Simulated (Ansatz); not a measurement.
H3ClSi2, SMILES `[SiH3][Si]Cl` (lower singlet) (charge 0, multiplicity 1). This singlet lies 0.97 eV below the relaxed triplet at the level frozen-core CCSD(T)/cc-pVTZ // PBE0-D3(BJ)/def2-TZVP (Ansatz, a quantum-chemistry and plane-wave program).

Z-matrix (Å, degrees):
```
Si
H 1 1.4904
H 1 1.4909 2 108.47
H 1 1.4909 2 108.47 3 117.77
Si 1 2.4146 2 113.26 4 121.09
Cl 5 2.0873 1 93.51 2 179.95
```
Charge 0, multiplicity 1.

The restricted HF start is unstable towards unrestricted orbitals.

Q: Give the natural occupations of the active orbitals, the CASSCF energy and the corrected energy for Ansatz with frozen-core fic-MRCISD+Q@CASSCF(6e,6o)/cc-pVTZ // PBE0-D3(BJ)/def2-TZVP.

A: 
| Property | Result |
|---|---|
| natural occupations | 1.98, 1.98, 1.91, 0.09, 0.02, 0.02 |
| CASSCF energy | -1039.2028 Ha |
| corrected energy | -1039.6205 Ha |
| weight of the reference | 0.868 |
